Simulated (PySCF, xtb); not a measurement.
C3H9BO2, SMILES COCB(C)O.

GFN2-xTB (xtb) at its own geometry gives an orbital gap of 5.38 eV and a dipole moment of 2.13 D.

The structure is a stationary point at r2SCAN-D4/def2-SVP. This is a generated structure with no PubChem entry under its InChIKey; it may be hypothetical. One conformer was computed; it need not be the lowest.

Q: What does PBE/def2-TZVP in PySCF give? (An estimate is asked for; the answer gives what the named calculation found.)

A: gap 5.19 eV (levels -5.64 and -0.45 eV), dipole 1.76 D.
